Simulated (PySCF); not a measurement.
Exercise with solution: oscillator strength and radiative lifetime

Si(H)2(Cl)(Et) (C2H7ClSi), SMILES CC[SiH2]Cl.

Geometry optimised at B3LYP-D3(BJ)/def2-SVP. Other conformers were not sampled.

TDA-PBE/def2-SVPD run with PySCF puts the first singlet state with f over 0.02 at 7.91 eV (vertical), with the transition dipole (0.296, 0.080, 0.255) in atomic units.

Task: Find the oscillator strength, the wavelength and the radiative lifetime that this transition would have in vacuum if emission retraced absorption.

Result: 
|μ|² = 0.1590 au, so |μ| = 1.01 D. ΔE = 7.91/27.211 = 0.2907 hartree. f = (2/3) ΔE |μ|² = 0.031 (the program prints 0.031).
λ = 1239.84/7.91 = 157 nm; ν = 63798 cm⁻¹.
Einstein's coefficient A = 0.6670 ν² f s⁻¹ (ν in cm⁻¹) = 8.4e7 s⁻¹, so τ = 1/A = 12 ns. This state is S8; the lower singlets have f = 0.006, 0.012, 0.020, 0.003, 0.008, 0.016, 0.000. The figure is the radiative limit of this one transition; relaxation, internal conversion, crossing to triplets and a medium change what is measured.
